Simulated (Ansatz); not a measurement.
`C[O][AlH][F]` + H₂ → `[F][AlH2]` + CH₃OH at 700 K and 1 bar (hydrogenolysis of the Al–O bond).

Computed with Ansatz on PBE0-D4/def2-TZVP structures; ΔE is electronic, products minus reactants. CCSD(T)/CBS is the MP2 limit (def2-TZVPP, def2-QZVPP) plus CCSD(T) − MP2 in def2-TZVPP, frozen cores. This one scheme is used for every species. One conformer a species, not always the lowest.

```
       species  CCSD(T)/CBS energy (Eh)  H − E (kJ/mol)  S (J/(mol·K))
`C[O][AlH][F]`               -457.55503           196.5          412.6
            H₂                 -1.17544            46.8          155.3
   `[F][AlH2]`               -343.06661            74.9          289.9
         CH₃OH               -115.61712           170.8          288.5
```

H − E and S are ideal-gas, rigid-rotor, harmonic terms from PBE0-D4/def2-TZVP, for one conformer and one mirror image of each species. The MP2-based limit puts H₂ 0.8 mEh under its directly extrapolated value; such offsets cancel only in part. 1 Eh = 2625.50 kJ/mol, R = 8.31446 J/(mol·K).

Q: By hand: ΔE, ΔH, ΔS and ΔG.

A: ΔE = (-343.06661) + (-115.61712) − (-457.55503) − (-1.17544) = 0.04674 Eh = 122.7 kJ/mol. Δ(H − E) = 74.9 + 170.8 − 196.5 − 46.8 = 2.4, so ΔH = 125.1 kJ/mol. ΔS = 289.9 + 288.5 − 412.6 − 155.3 = 10.5 J/(mol·K). ΔG = 125.1 − 700 × (10.5)/1000 = 117.8 kJ/mol.

Q: By hand: the equilibrium constant, and the temperature at which ΔG would vanish if ΔH and ΔS stayed fixed.

A: log₁₀ K = −ΔG/(RT ln 10) = -8.8. ΔG = 0 at ΔH/ΔS = 11914 K, far beyond where these terms or the molecules hold.

The number of gas molecules stays the same, so ΔS is small and ΔH decides. A doubt of 5 kJ/mol in ΔE shifts log₁₀ K by 0.4 here. Other conformers and mirror images would add mixing entropy, several J/(mol·K) or more a flexible species. These are equilibria of isolated gas molecules and say nothing of rates. Largest T1 diagnostic: 0.013 (customary marks: 0.02 for closed shells, 0.045 for open ones).
